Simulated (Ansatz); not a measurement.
Isolated molecules relaxed with PBE0-D4/def2-TZVP in Ansatz; ΔE leaves out vibrations. CCSD(T)/CBS is the MP2 limit (def2-TZVPP, def2-QZVPP) plus CCSD(T) − MP2 in def2-TZVPP, frozen cores. Functionals use def2-TZVPP. For Ge outer-core shells are correlated without core-valence functions, which leaves a few kJ/mol of doubt a bond. Scalar relativity is left out up to krypton. Each species was taken in one conformer, which may not be the lowest.

Consider the ligand exchange at the Si–S bond: `C=C(F)S[SiH3]` + `C[NH][GeH3]` → `C[N]([SiH3])[GeH3]` + `C=C(F)S`.

```
             species  r2SCAN-D4 energy (Eh)
     `C=C(F)S[SiH3]`             -866.69001
       `C[NH][GeH3]`            -2174.03058
`C[N]([SiH3])[GeH3]`            -2464.72642
           `C=C(F)S`             -575.99082
```

(1) Work out ΔE.

Largest T1 diagnostic among the species: 0.013.

Answers

(1) ΔE = (-2464.72642) + (-575.99082) − (-866.69001) − (-2174.03058) = 0.00335 Eh = +8.8 kJ/mol. CCSD(T)/CBS gives +4.0 kJ/mol.

From PBE to PBE0 (25 % exact exchange), in def2-TZVPP and without D4, ΔE moves by −3.1 kJ/mol. The D4 term adds −3.8 kJ/mol with B3LYP and −2.1 kJ/mol with PBE0; it sums over pairs of atoms, weighted by their polarisabilities, and B3LYP, whose exchange is more repulsive, gets the larger term.

B3LYP here is the variant with VWN-RPA as its local correlation; programs differ in this.
